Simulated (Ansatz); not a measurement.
Reaction (ligand exchange at the Si–N bond): `F[SiH](Br)N[SiH3]` + `OC(F)[SiH3]` → `FC([SiH3])O[SiH3]` + `N[SiH](F)Br`

Isolated molecules relaxed with PBE0-D4/def2-TZVP in Ansatz; ΔE leaves out vibrations. CCSD(T)/CBS is the MP2 limit (def2-TZVPP, def2-QZVPP) plus CCSD(T) − MP2 in def2-TZVPP, frozen cores. Functionals use def2-TZVPP. B3LYP here is the variant with VWN-RPA as its local correlation; programs differ in this. For Br outer-core shells are correlated without core-valence functions, which leaves a few kJ/mol of doubt a bond. Scalar relativity is left out up to krypton. Each species was taken in one conformer, which may not be the lowest.

`F[SiH](Br)N[SiH3]`:

Z-matrix (Å, degrees):
```
Si
Br 1 2.208
N 1 1.695 2 109.4
F 1 1.591 2 105.6 3 -121.6
H 1 1.471 2 111.0 3 122.4
Si 3 1.737 1 127.8 2 147.9
H 3 1.011 1 115.8 2 -34.7
H 6 1.486 3 111.4 1 116.4
H 6 1.486 3 110.8 1 -123.0
H 6 1.483 3 106.5 1 -3.3
```

`OC(F)[SiH3]`:

Cartesian coordinates in Å:
```
O -0.807 0.701 1.229
C -0.600 -0.282 0.287
F -0.384 -1.510 0.919
Si 0.950 0.160 -0.741
H -1.661 0.568 1.654
H -1.489 -0.439 -0.339
H 2.098 0.347 0.178
H 1.213 -0.953 -1.687
H 0.680 1.408 -1.500
```

`FC([SiH3])O[SiH3]`:

```xyz
12

F     0.080    0.772   -1.544
C    -0.148   -0.207   -0.577
Si   -2.023   -0.575   -0.494
O     0.284    0.250    0.651
Si    1.865    0.638    0.985
H     0.448   -1.074   -0.900
H    -2.242   -1.657    0.499
H    -2.485   -1.020   -1.832
H    -2.727    0.663   -0.081
H     2.207    1.998    0.504
H     1.988    0.574    2.459
H     2.753   -0.362    0.331
```

`N[SiH](F)Br`:

```xyz
7

N     0.554    0.733   -0.570
Si   -0.266   -0.512    0.217
F     0.515   -1.142    1.456
Br   -2.135    0.318    1.044
H     0.556    1.678   -0.227
H     1.308    0.548   -1.210
H    -0.531   -1.624   -0.710
```

Is it downhill or uphill in electronic energy at CCSD(T)/CBS, and by how much? (Estimate.)

The calculation gave: Downhill: ΔE = -0.29 eV.

What do these levels give: PBE-D4, PBE0-D4, B3LYP-D4, ωB97X-V, ωB97M-V, B2PLYP, PBE0, B3LYP, HF/def2-TZVPP, SCS-MP2/def2-TZVPP, CCSD(T)/def2-TZVPP, MP2/def2-QZVPP? (An estimate is asked.)

Computed: PBE-D4 -0.25, PBE0-D4 -0.26, B3LYP-D4 -0.32, ωB97X-V -0.30, ωB97M-V -0.30, B2PLYP -0.32, PBE0 -0.26, B3LYP -0.33, HF/def2-TZVPP -0.37, SCS-MP2/def2-TZVPP -0.31, CCSD(T)/def2-TZVPP -0.29, MP2/def2-QZVPP -0.29 eV.

Largest T1 diagnostic among the species: 0.012.

In def2-TZVPP, CCSD(T) changes the Hartree–Fock value by +0.08 eV (the triples alone add +0.01 eV) and MP2 by +0.07 eV.
